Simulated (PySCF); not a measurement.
**Highest orbital energy against ionisation energy along the 5p block**

Calculated with PySCF 2.14, no spin-orbit coupling. Each cell gives −ε(HOMO) / ΔSCF in eV; NIST values include spin-orbit coupling, (s) semi-empirical, (t) theoretical.

```
                                  species              UHF              LDA              PBE             PBE0           r2SCAN  NIST (lowest levels)
In⁺ (aug-cc-pwCVTZ-PP with ECP28MDF, ECP)  17.280 / 17.008  15.374 / 19.497  14.989 / 19.056  15.782 / 18.720  15.207 / 18.810                18.870
Sn⁺ (aug-cc-pwCVTZ-PP with ECP28MDF, ECP)  14.055 / 13.758  10.698 / 14.410  10.638 / 14.232  11.642 / 14.269  10.972 / 14.397                14.633
Sb⁺ (aug-cc-pwCVTZ-PP with ECP28MDF, ECP)  16.404 / 16.003  12.632 / 16.655  12.569 / 16.470  13.696 / 16.533  12.953 / 16.660        16.626 ± 0.025
Te⁺ (aug-cc-pwCVTZ-PP with ECP28MDF, ECP)  18.835 / 18.345  14.594 / 18.925  14.538 / 18.750  15.800 / 18.852  14.998 / 19.008            18.6 ± 0.4
 I⁺ (aug-cc-pwCVTZ-PP with ECP28MDF, ECP)  18.393 / 17.671  14.706 / 19.029  14.551 / 18.724  15.759 / 18.739  14.850 / 18.753                19.131
Xe⁺ (aug-cc-pwCVTZ-PP with ECP28MDF, ECP)  20.883 / 20.067  16.749 / 21.367  16.594 / 21.057  17.928 / 21.104  16.944 / 21.119            20.975 (s)
```

Q: How far is −ε(HOMO) from ΔSCF on average for each method, and why?

A: UHF 0.50 eV; LDA -4.19 eV; PBE -4.07 eV; PBE0 -2.93 eV; r2SCAN -3.80 eV. Hartree-Fock orbital energies lack relaxation and so exceed the ΔSCF value; semilocal functionals have convex E(N) from self-interaction, so their HOMO lies far too high; exact exchange moves hybrids part of the way back.
